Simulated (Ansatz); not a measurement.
`C/C(O)=[N]\[SbH2]` + `C=N` → `C=[N][SbH2]` + `CC(=N)O` at 298.15 K and 1 bar (ligand exchange at the Sb–N bond).

Gas-phase electronic energies from Ansatz, PBE0-D4/def2-TZVP geometries. CCSD(T)/CBS adds triple-zeta CCSD(T) − MP2 to the extrapolated MP2 energy (def2 sets, frozen cores). This one scheme is used for every species. def2 core potentials past Kr. For Sb outer-core shells are correlated without core-valence functions, which leaves a few kJ/mol of doubt a bond. Each species was taken in one conformer, which may not be the lowest.

| species | CCSD(T)/CBS energy (Eh) | H − E (kJ/mol) | S (J/(mol·K)) |
| --- | --- | --- | --- |
| `C/C(O)=[N]\[SbH2]` | -449.58570 | 224.6 | 367.7 |
| `C=N` | -94.52360 | 115.3 | 227.0 |
| `C=[N][SbH2]` | -335.12055 | 128.8 | 300.1 |
| `CC(=N)O` | -208.98810 | 210.3 | 284.7 |

H − E and S are ideal-gas, rigid-rotor, harmonic terms from PBE0-D4/def2-TZVP, for one conformer and one mirror image of each species. 1 Eh = 2625.50 kJ/mol, R = 8.31446 J/(mol·K).

Problem. By hand: ΔE, ΔH, ΔS and ΔG.

Solution. ΔE = (-335.12055) + (-208.98810) − (-449.58570) − (-94.52360) = 0.00065 Eh = 1.7 kJ/mol. Δ(H − E) = 128.8 + 210.3 − 224.6 − 115.3 = -0.8, so ΔH = 0.9 kJ/mol. ΔS = 300.1 + 284.7 − 367.7 − 227.0 = -9.9 J/(mol·K). ΔG = 0.9 − 298.15 × (-9.9)/1000 = 3.9 kJ/mol.

Problem. By hand: the equilibrium constant, and the temperature at which ΔG would vanish if ΔH and ΔS stayed fixed.

Solution. log₁₀ K = −ΔG/(RT ln 10) = -0.7. ΔH and −TΔS have one sign here, so there is no such temperature.

TΔS isn't small against ΔH here. The sign of ΔG lies within the doubt. A doubt of 5 kJ/mol in ΔE shifts log₁₀ K by 0.9 here. Other conformers and mirror images would add mixing entropy, several J/(mol·K) or more a flexible species. Modes under 60 cm⁻¹, often nearly free rotors, make the harmonic entropy too high. These are equilibria of isolated gas molecules and say nothing of rates. Largest T1 diagnostic: 0.015 (customary marks: 0.02 for closed shells, 0.045 for open ones).

ΔS is within the doubt of such terms, so its sign, and with it that verdict, could turn.
